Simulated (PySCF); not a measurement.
# Dipole response of Sn⁻ (tin, charge -1)

[Kr] 4d10 5s2 5p3, high-spin 4S determinant. Calculation: PySCF 2.14, in aug-cc-pVTZ-DK3; the spin-free X2C one-electron Hamiltonian (Gaussian nucleus). Coupled (time-dependent) response in atomic units; α is the mean over directions.

| method | mean α (bohr³) | C₆ (like pair) | S(−4) |
| --- | --- | --- | --- |
| UHF | 158.1 | 2750 | 10520 |

S(−4) is the Cauchy moment in α(ω) = α(0) + S(−4) ω² + …

α(iu) at UHF:

```tsv
u (hartree)	α(iu) (bohr³)
0	158.1
0.0500	136.9
0.100	102.6
0.200	57.61
0.300	35.67
0.500	17.44
0.750	9.405
1.00	6.018
1.50	3.199
2.00	2.027
3.00	1.035
5.00	0.4174
```

For an ion, C₆ is the dispersion term alone; charge-induced terms of lower order in 1/R come first.
